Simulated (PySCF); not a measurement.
Molecule: 3,3-dichloroprop-2-enylsilane, C3H6Cl2Si (charge 0, singlet). SMILES: [SiH3]CC=C(Cl)Cl
Structure (B3LYP-D3(BJ)/def2-TZVP (Ansatz) minimum search):
```
C
H 1 1.0909
H 1 1.0926 2 107.73
C 1 1.4897 2 111.34 3 120.74
C 4 1.3286 1 126.01 2 26.12
H 4 1.0833 5 116.28 1 -177.46
Cl 5 1.7334 4 122.58 6 0.80
Cl 5 1.7336 4 123.17 6 -179.14
Si 1 1.8968 2 108.18 3 -116.72
H 9 1.4791 1 109.66 2 -61.18
H 9 1.4819 10 109.12 1 119.94
H 9 1.4827 10 109.66 11 119.40
```

Dispersion corrections to the total energy (kcal/mol) from the dftd3 and dftd4 libraries through PySCF: D3(BJ) without and D4 with the three-body term, each with the damping fitted for the functional named.

```tsv
functional	D3(BJ)	D4
BHLYP	…	-10.03
PBE	…	-8.08
CAM-B3LYP	-6.97	-7.08
TPSSh	-9.81	-9.97
B2PLYP	-7.00	-5.71
TPSS	-10.53	…
LC-wPBE	-8.17	-9.02
```

Fill in the missing entries.


- BHLYP, D3(BJ): -11.62
- PBE, D3(BJ): -8.14
- TPSS, D4: -10.93
